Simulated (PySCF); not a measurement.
The group X on SiH2Cl-X is varied. Gas-phase values, no solvent. One relaxed conformer stands for each flexible species; it need not be the lowest. Strings in code marks are SMILES.

Calculation: PBE0-D4/def2-TZVP in PySCF. Delta-SCF ions had no search for a lower state. Excitations are Tamm–Dancoff values on a coarser integration grid. The basis has no diffuse functions, so Rydberg states are missing or too high.

```tsv
species	S1 oscillator strength	vertical ionisation energy (Delta-SCF) (eV)	S1–T1 gap (TDA) (eV)
X = mercapto	0.002	10.18	0.54
X = borono (`Cl[SiH2]B(O)O`)	0.007	10.27	1.06
X = isocyano (`[C-]#[N+][SiH2]Cl`)	0.040	11.50	1.94
X = cyclopropyl	0.011	10.31	0.38
```
